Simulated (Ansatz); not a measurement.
CH5AlGeO, relaxed with RKS PBE-D4/def2-SVP in Ansatz 0.2.0 from a rough embedded geometry. The force threshold is 0.03 eV/Å; the program also tests the step.

Charge 0, multiplicity 1.

Start:

```xyz
9

C    -0.393   -0.019    1.131
O    -1.054    0.821    0.272
Ge   -0.056    0.657   -1.195
Al    1.133   -0.810    0.166
H    -0.056    0.504    2.048
H    -1.133   -0.852    1.513
H     0.773    2.009   -1.470
H    -0.796    0.096   -2.364
H     1.583   -2.406   -0.102
```

```json
{"step": "1", "energy (eV)": "-66251.1909", "largest force (eV/Å)": "3.713", "largest move (Å)": "0.000"}
{"step": "2", "energy (eV)": "-66252.0877", "largest force (eV/Å)": "1.226", "largest move (Å)": "0.200"}
{"step": "3", "energy (eV)": "-66252.2090", "largest force (eV/Å)": "0.253", "largest move (Å)": "0.169"}
{"step": "4", "energy (eV)": "-66252.2206", "largest force (eV/Å)": "0.093", "largest move (Å)": "0.040"}
{"step": "5", "energy (eV)": "-66252.2309", "largest force (eV/Å)": "0.187", "largest move (Å)": "0.112"}
{"step": "6", "energy (eV)": "-66252.2345", "largest force (eV/Å)": "0.065", "largest move (Å)": "0.038"}
{"step": "7", "energy (eV)": "-66252.2367", "largest force (eV/Å)": "0.099", "largest move (Å)": "0.059"}
{"step": "8", "energy (eV)": "-66252.2384", "largest force (eV/Å)": "0.285", "largest move (Å)": "0.151"}
{"step": "9", "energy (eV)": "-66252.2447", "largest force (eV/Å)": "0.165", "largest move (Å)": "0.022"}
{"step": "10", "energy (eV)": "-66252.2521", "largest force (eV/Å)": "0.127", "largest move (Å)": "0.059"}
{"step": "11", "energy (eV)": "-66252.2791", "largest force (eV/Å)": "0.452", "largest move (Å)": "0.196"}
{"step": "12", "energy (eV)": "-66252.3092", "largest force (eV/Å)": "0.642", "largest move (Å)": "0.191"}
{"step": "13", "energy (eV)": "-66252.3591", "largest force (eV/Å)": "0.525", "largest move (Å)": "0.140"}
{"step": "14", "energy (eV)": "-66252.3932", "largest force (eV/Å)": "0.525", "largest move (Å)": "0.082"}
{"step": "15 (rejected)", "energy (eV)": "-66252.3238", "largest force (eV/Å)": "0.912", "largest move (Å)": "0.155"}
{"step": "16", "energy (eV)": "-66252.4078", "largest force (eV/Å)": "0.094", "largest move (Å)": "0.062"}
{"step": "17", "energy (eV)": "-66252.4090", "largest force (eV/Å)": "0.068", "largest move (Å)": "0.023"}
{"step": "18", "energy (eV)": "-66252.4097", "largest force (eV/Å)": "0.016", "largest move (Å)": "0.008"}
```

End:

```xyz
9

C    -0.256   -0.036    1.301
O    -0.889   -0.169   -0.022
Ge    0.270    0.701   -1.359
Al    0.954   -1.059    0.152
H    -0.109    1.018    1.615
H    -0.870   -0.586    2.041
H     0.215    2.223   -0.999
H    -0.573    0.516   -2.658
H     1.257   -2.608   -0.071
```

Hardware: 4 threads of an Arm Neoverse V2 on a shared host. Wall time 21 s, peak host memory 0.16 GiB.
